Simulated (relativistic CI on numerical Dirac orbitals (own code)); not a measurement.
Ho XV: sensitivity of the levels to the model

Base calculation: Dirac-Coulomb-Breit CI, KLI orbitals optimised for each configuration, model QED, unscaled Slater integrals.

CI space (outside the closed core [Kr] 4d10): 4f6 5s, 4f7, 4f5 5s2, 4f4 5s2 5p, 4f4 5s2 6s, 4f6 6s, 4f5 6s2. The list is cut by size and lacks configurations that can hold low levels.

The lowest level and the first level of each name with at least 55 % of one term (blank where a level has no safe partner in the second run):

```csv
Level,Base (cm⁻¹),Shift (cm⁻¹)
4f6 5s 8F_1/2,0.0,0.0
4f6 5s 8F_3/2,991.7,+143.0
4f6 5s 8F_5/2,2433.3,+341.0
4f6 5s 8F_7/2,4160.3,+569.9
4f6 5s 8F_9/2,6053.5,+817.5
4f6 5s 8F_11/2,8029.3,+1078.9
4f6 5s 8F_13/2,10024.5,+1353.3
4f5 5s2 6H°_5/2,20814.4,-2382.9
4f5 5s2 6H°_7/2,23630.6,-2042.7
4f5 5s2 6H°_9/2,26757.0,-1668.5
4f5 5s2 6H°_11/2,30023.8,-1282.7
4f6 5s 6F_1/2,30661.3,-178.8
4f6 5s 6F_3/2,32166.9,+83.8
4f5 5s2 6H°_13/2,33321.3,-894.4
```

At this charge transitions that keep the count of f electrons are usually good to a few per cent. Terms inside the open d or f shell come out 10 to 20 % too wide with unscaled integrals. Levels and lines within the n = 5 or 6 shells can be off by up to 10 % or somewhat more, and those that change n by about 2 %, since core polarisation is missing. Levels that differ in their count of f electrons can be misplaced by several ten thousand cm⁻¹, since the correlation energy of f electrons is missing or only estimated; rates across such gaps can be off by orders of magnitude.

**Question.** One thing was changed in a second run, which moved the levels as shown. Which?
A. QED terms removed
B. configuration mixing switched off
C. Breit term removed
D. one mean potential for all configurations

**Answer.** C. Breit term removed. The Breit term mainly narrows fine-structure intervals, so removing it widens them.
